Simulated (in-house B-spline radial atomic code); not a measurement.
# Ionising the lanthanum ion La³⁺ with different functionals

Computed with a radial B-spline atomic code at the basis-set limit: four-component Dirac-Coulomb Hamiltonian, Fermi nucleus of rms radius 4.855 fm, spin-restricted, spherical fractional occupations for the functionals. The ionisation energy is the difference of two self-consistent energies, [Kr] 4d10 5s2 5p6 → [Kr] 4d10 5s2 5p5, without Breit or QED terms; ε is the level of the shell that loses the electron (mean over j). The electron is taken from both j subshells in proportion to 2j + 1, so the result is a j average, not the step between ground levels.

Hybrids are left out here: with spherical fractional occupations of an open shell their exact exchange keeps a self-interaction that integer-occupation calculations don't have.

```json
{"method": "LDA VWN5", "rung": "LDA", "ΔSCF (eV)": "51.09", "-ε(5p) (eV)": "44.98"}
{"method": "relativistic LDA", "rung": "LDA", "ΔSCF (eV)": "51.06", "-ε(5p) (eV)": "44.95"}
{"method": "LDA PW92", "rung": "LDA", "ΔSCF (eV)": "51.08", "-ε(5p) (eV)": "44.97"}
{"method": "LDA exchange-only", "rung": "LDA", "ΔSCF (eV)": "49.52", "-ε(5p) (eV)": "43.43"}
{"method": "PBE", "rung": "GGA", "ΔSCF (eV)": "50.89", "-ε(5p) (eV)": "44.80"}
{"method": "PBEsol", "rung": "GGA", "ΔSCF (eV)": "50.92", "-ε(5p) (eV)": "44.82"}
{"method": "BLYP", "rung": "GGA", "ΔSCF (eV)": "50.67", "-ε(5p) (eV)": "44.57"}
{"method": "RPBE", "rung": "GGA", "ΔSCF (eV)": "50.86", "-ε(5p) (eV)": "44.77"}
{"method": "PW91", "rung": "GGA", "ΔSCF (eV)": "50.96", "-ε(5p) (eV)": "44.86"}
{"method": "BP86", "rung": "GGA", "ΔSCF (eV)": "51.00", "-ε(5p) (eV)": "44.90"}
{"method": "AM05", "rung": "GGA", "ΔSCF (eV)": "50.91", "-ε(5p) (eV)": "44.81"}
{"method": "OLYP", "rung": "GGA", "ΔSCF (eV)": "50.99", "-ε(5p) (eV)": "44.89"}
```

**Question.** How do they compare with the NIST value?

**Answer.** NIST lists 49.95 eV ± 0.06 (semi-empirical, ground level to ground level). Errors run from -0.43 to +1.14 eV. The correlated functionals all miss on the same side by more than they spread, so the cause is common to them (Breit-QED terms, spin polarisation, the choice among j levels, multiplet and fine-structure energies, or a listed next ion that isn't the cheapest removal here) and closeness doesn't rank the functionals.
